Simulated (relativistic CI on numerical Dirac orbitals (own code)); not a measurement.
**Radial parameters of Rh3+**

Method of calculation: Dirac-Coulomb-Breit CI, separate exchange-only KLI orbitals for each configuration, QED by a radiative potential, valence Slater integrals scaled by 0.85, P86 correlation energy added to each configuration (own radial code, finite nucleus).

Slater integrals F^k, G^k are unscaled and averaged over j, outside the closed core [Ar] 3d10; ζ comes from projecting the Hamiltonian with its Breit term on Σ l·s of the shell.

- 4s2 4p6 4d6: F^2(4d,4d) = 73383, F^4(4d,4d) = 48214, ζ(4d) = 1372.8 cm⁻¹; <r>(4d) = 1.368, <r^2>(4d) = 2.197 (bohr units).
- 4s2 4p6 4d5 5s: F^2(4d,4d) = 75301, F^4(4d,4d) = 49598, ζ(4d) = 1476.8, G^2(4d,5s) = 16573 cm⁻¹; <r>(4d) = 1.336, <r^2>(4d) = 2.094, <r>(5s) = 2.424, <r^2>(5s) = 6.581 (bohr units).
- 4s2 4p6 4d5 5p: F^2(4d,4d) = 75802, F^4(4d,4d) = 49971, ζ(4d) = 1504.4, F^2(4d,5p) = 26939, G^1(4d,5p) = 10364, G^3(4d,5p) = 9165.6, ζ(5p) = 2629.5 cm⁻¹; <r>(4d) = 1.329, <r^2>(4d) = 2.069, <r>(5p) = 2.828, <r^2>(5p) = 8.969 (bohr units).

Q: Give the Racah parameters of the d shell in 4s2 4p6 4d6.

A: B = F²/49 − 5F⁴/441 = 951 cm⁻¹ and C = 35F⁴/441 = 3826 cm⁻¹; values fitted to spectra at such low charge are typically 15 to 30 % smaller.

In this model ζ of a weakly bound d, f or g electron outside closed shells comes out too small, for d by up to a factor of two or three and at times with the wrong sign; that of an outer p electron is too small as well.

Correlation outside the listed configurations is missing or only estimated: errors of thousands of cm⁻¹ between configurations and terms are usual at this charge. Rates and lifetimes follow the computed energies and can be off by large factors. The fine structure of a lone outer electron comes out too small, for d and f at times inverted, and misplaced configurations move strength between like terms.

Averages of the first 10 configurations, taken without configuration mixing, which lowers the lowest level and can move excited configurations by several eV; other configurations of the list can lie among them:

```
    Configuration  Parity  States  Average energy above the lowest level (eV)
      4s2 4p6 4d6    even     210                                         3.3
   4s2 4p6 4d5 5s    even     504                                        14.8
   4s2 4p6 4d5 5p     odd    1512                                        22.1
   4s2 4p6 4d5 4f     odd    3528                                        35.7
   4s2 4p6 4d5 5d    even    2520                                        31.4
   4s2 4p6 4d5 6s    even     504                                        32.4
      4s2 4p5 4d7     odd     720                                        54.7
   4s2 4p6 4d5 6p     odd    1512                                        35.1
4s2 4p6 4d4 5s 5p     odd    2520                                        35.8
   4s2 4p6 4d5 6d    even    2520                                        39.0
```
